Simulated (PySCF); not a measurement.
sulfur tetrafluoride cation (F₄S), SMILES FS(F)(F)F (connectivity only; charge and spin as stated), charge +1, multiplicity 2.

The structure is a stationary point at PBE0-D3(BJ)/def2-SVP. The multiplicity is an assumed one; other spin states were not compared.

The numbers are results of CAM-B3LYP/def2-TZVP run with PySCF, not measurements.

Gas-phase values at a fixed geometry.

Computed frontier levels, dipole moment and polarisability:
```
Property                                                           Result
------------------------------------------------  -----------------------
α spin, highest occupied and lowest empty level       -19.03 and -8.29 eV
β spin, highest occupied and lowest empty level      -21.94 and -12.03 eV
dipole moment about the centre of nuclear charge                   0.86 D
mean static polarisability                           22.6 bohr³ (3.34 Å³)
polarisability, principal values                   17.5, 21.1, 29.0 bohr³
⟨S²⟩                                              0.756 (pure state 0.75)
```
